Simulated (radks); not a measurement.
All-electron atom: Kr18+ in [Ne] 3s1 3p6 4f1 (not the ground configuration). Method: Dirac Kohn-Sham, revPBE, spin-unpolarised, spherical densities, finite nucleus; open shells fill j = l - 1/2 first; Fermi nuclear charge, rms radius 4.1884 fm; computed with a radial shooting solver on a logarithmic mesh with Libxc functionals.

Normalised radial functions P(r) = r R(r) (large component), r in bohr:

```
   r/bohr * 3s1/2 (the largest magnitude, 1.66, reaches the edge; | marks zero)
 0.001773                             | *
 0.002254                             | *
 0.002888                             |  *
 0.003672                             |   *
 0.004668                             |   *
 0.005934                             |    *
 0.007543                             |     *
 0.009666                             |      *
  0.01229                             |       *
  0.01562                             |        *
  0.01986                             |        *
  0.02525                             |        *
  0.03209                             |      *
  0.04113                             |    *
  0.05228                             *
  0.06646                        *    |
  0.08449                  *          |
   0.1074              *              |
   0.1376              *              |
    0.175                   *         |
   0.2224                             |*
   0.2828                             |             *
   0.3595                             |                       *
   0.4606                             |                          *
   0.5856                             |                    *
   0.7444                             |           *
   0.9464                             |    *
    1.203                             |*
    1.542                             *
     1.96                             *
    2.491                             *
```

3s1/2: eigenvalue -850.11 eV, 2 radial nodes at r = 0.0532, 0.219 bohr, <r> = 0.469 bohr, 90 % of the charge inside 0.683 bohr.
